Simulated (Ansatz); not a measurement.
In₁₀Sb₁₁H₂₈⁺, a nanocrystal cut from wurtzite InSb (hydrogen-capped). Total charge 1; singlet. Geometry PBE-D4/def2-SVP, basis def2-SVP, Ansatz.

```xyz
49

Sb    4.862    1.160    1.905
In    3.883   -1.461    0.842
Sb   -0.327   -2.002    4.236
In   -1.794   -4.489    3.447
Sb    1.128    2.484    3.456
In    3.419    3.622    2.131
In   -0.303    0.188    2.417
Sb    1.188   -0.681    0.194
Sb   -2.466   -3.289    0.876
In   -0.255   -2.916   -0.905
Sb    2.436    3.622   -0.578
In    1.043    1.361   -1.739
Sb    2.359    0.334   -4.046
Sb   -1.041   -2.048   -3.519
In    1.105   -1.966   -5.492
Sb   -2.860    1.110    1.694
In   -4.410   -1.225    1.011
In   -2.115    3.556    0.318
Sb   -1.597    2.211   -2.203
Sb   -4.898   -0.683   -1.781
In   -2.885    0.103   -3.693
H     5.551    1.005    3.471
H     6.315    1.666    1.142
H     3.839   -2.414    2.288
H     4.782   -1.580   -0.635
H     1.335   -2.220    4.610
H    -0.767   -1.326    5.751
H    -0.508   -5.614    3.192
H    -3.188   -4.425    4.466
H     1.728    2.051    5.010
H     0.050    3.696    4.011
H     4.074    5.095    2.758
H    -3.379   -4.514    0.080
H     0.736   -4.350   -0.989
H     3.847    3.892   -1.523
H     1.667    5.102   -0.973
H     3.964    0.068   -3.497
H     2.722    1.710   -5.007
H    -2.038   -3.347   -4.054
H     2.196   -3.261   -5.151
H     0.505   -1.208   -6.925
H    -3.450    1.572    3.244
H    -5.851   -1.391    1.964
H    -0.463    3.769    0.913
H    -3.395    4.714    0.230
H    -1.305    3.439   -3.372
H    -5.644   -2.091   -2.420
H    -6.271    0.337   -1.938
H    -3.523    0.634   -5.217
```

```json
{"run": "A", "HOMO (eV)": "-7.82", "LUMO (eV)": "-5.22"}
{"run": "B", "HOMO (eV)": "-7.86", "LUMO (eV)": "-5.31"}
{"run": "C", "HOMO (eV)": "-8.16", "LUMO (eV)": "-5.15"}
{"run": "D", "HOMO (eV)": "-8.08", "LUMO (eV)": "-5.19"}
{"run": "E", "HOMO (eV)": "-8.69", "LUMO (eV)": "-4.68"}
```

In the def2 sets In, Sb take a core potential; there is no spin–orbit coupling. Single mean-field runs in def2-SVP are fitted with def2-universal-jkfit.

**Question.** The runs used B97M-V, PBE, PBE0, r2SCAN, revPBE. Estimate which is which.

**Answer.** A revPBE (0 % exact exchange); B PBE (0 % exact exchange); C B97M-V (0 % exact exchange); D r2SCAN (0 % exact exchange); E PBE0 (25 % exact exchange). Exact exchange lowers occupied and raises empty levels; among semilocal functionals meta-GGAs tend to open the gap a little, and such runs are hard to tell apart. The gap grows from 2.56 eV (PBE) to 4.01 eV (PBE0).
